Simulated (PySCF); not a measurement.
Compound: C₄H₅BO₂.
SMILES with atom numbers: `[CH2:1]=[CH:2][C:3]1=[CH:4][O:5][BH:6][O:7]1` (hydrogens: H8, H9 on C1; H10 on C2; H11 on C4; H12 on B6)

A GFN2-xTB structure with every atom displaced at random (by about 0.01 Å) was refined with PBE0-D3(BJ)/def2-SVP geometry optimisation, gas phase (PySCF). Values at the start:

| coordinate | start |
| --- | --- |
| C1=C2 | 1.329 Å |
| C1–H8 | 1.048 Å |
| C1–H9 | 1.101 Å |
| C2–C3 | 1.428 Å |
| C2–H10 | 1.073 Å |
| C3=C4 | 1.388 Å |
| C3–O7 | 1.387 Å |
| C4–O5 | 1.323 Å |
| C4–H11 | 1.065 Å |
| O5–B6 | 1.371 Å |
| B6–O7 | 1.353 Å |
| B6–H12 | 1.171 Å |
| C1–C2–C3 | 122.6° |
| C2–C3–C4 | 132.2° |
| C2–C3–O7 | 122.2° |
| C3–C4–O5 | 110.9° |
| C3–O7–B6 | 106.8° |
| C4–C3–O7 | 105.7° |
| C4–O5–B6 | 106.2° |
| O5–B6–O7 | 110.4° |
| C3–C4–O5–B6 | -1° |
| C4–O5–B6–O7 | 1° |

**Question.** How do these coordinates change at the PBE0-D3(BJ)/def2-SVP level?

**Answer.** 
```tsv
coordinate	PBE0-D3(BJ)/def2-SVP (Å or °)	change
C1–H8	1.093	+0.045
C4–O5	1.363	+0.040
C3=C4	1.352	-0.036
B6–H12	1.195	+0.024
C4–H11	1.087	+0.022
C2–H10	1.094	+0.021
B6–O7	1.372	+0.019
C2–C3	1.443	+0.015
C3–O7	1.374	-0.013
C1=C2	1.339	+0.010
C1–H9	1.092	-0.009
O5–B6	1.376	+0.005
C4–C3–O7	108.3	+2.6
C2–C3–O7	120.3	-1.9
C1–C2–C3	124.3	+1.7
C3–C4–O5	110.0	-0.9
C2–C3–C4	131.5	-0.7
C4–O5–B6	105.5	-0.7
C3–O7–B6	106.2	-0.6
O5–B6–O7	109.9	-0.5
C3–C4–O5–B6	0	+1
C4–O5–B6–O7	0	-1
```

The energy falls by 16.1 kJ/mol over 8 energy and gradient evaluations, the largest force component goes from 0.0534 to 3.0e-04 Eh/bohr, and the atoms move by 0.026 Å rms after alignment. The bond that changes most is C1–H8 (terminal =CH2 carbon to vinylic hydrogen), which lengthens by 0.045 Å. Bonds longer at the end by more than 0.005 Å: 9 of 12; shorter: 3. Rotational constants go from 8106, 2090, 1662 to 8053, 2073, 1648 MHz.

The run used 123 basis functions and 61 SCF cycles in all. On one thread, Arm Neoverse N1 (aarch64), shared host with 64 logical CPUs at a one-minute load of 51, this took 66 s and 0.52 GiB of memory at its peak.

No PBE0-D3(BJ)/def2-SVP frequencies stand behind this structure, so it isn't proved a minimum. One conformer, not necessarily the lowest.

The values belong to the conformer `[CH2:1]=[CH:2][C:3]1=[CH:4][O:5][BH:6][O:7]1`: C1–C2–C3–C4 180°.
